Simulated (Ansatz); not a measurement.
```yaml
crystal:
  periodic: [false, false, false]
  atoms:
    - {symbol: O, position_ang: [-0.738406, 0.601419, -0.839611]}
    - {symbol: D, position_ang: [-0.243626, 0.881457, 0.501195]}
    - {symbol: C, position_ang: [0.278761, -0.452648, 1.068784]}
    - {symbol: Al, position_ang: [0.201387, -1.191995, -0.858520]}
    - {symbol: H, position_ang: [-0.614728, 1.335446, -1.463437]}
    - {symbol: H, position_ang: [-1.089593, 1.382405, 1.053974]}
    - {symbol: H, position_ang: [0.568402, 1.633784, 0.453644]}
    - {symbol: H, position_ang: [-0.462433, -0.904335, 1.690843]}
    - {symbol: H, position_ang: [1.229743, -0.301827, 1.472373]}
    - {symbol: H, position_ang: [1.516022, -0.893585, -1.747767]}
    - {symbol: H, position_ang: [-0.770834, -2.303310, -1.273952]}
basis:
  gaussian: {orbitals: "6-31++G**"}
total_charge: -1
magnetization: {spin_polarized: true, initial_magnetization: 1}
hamiltonian: {xc: {name: PBE0-DH}, pseudopotentials: {relativity: none}}
scf: {lower_state_search: full}
output: {forces: true}
```

```sh
$ ansatz run in.yaml --threads 2 --pin off --events-out ev --progress --plain --max-ram 4352MiB
```

Output, abridged:

```
Error: YAML parse error: error: line 5 column 16: `D` is not an element symbol (H … Og, case-exact)
 --> <input>:5:16
3 |   atoms:
4 |     - {symbol: O, position_ang: [-0.738406, 0.601419, -0.839611]}
5 |     - {symbol: D, position_ang: [-0.243626, 0.881457, 0.501195]}
6 |     - {symbol: C, position_ang: [0.278761, -0.452648, 1.068784]}
7 |     - {symbol: Al, position_ang: [0.201387, -1.191995, -0.858520]}
```

In this input an element symbol is wrong. The program refused the input.
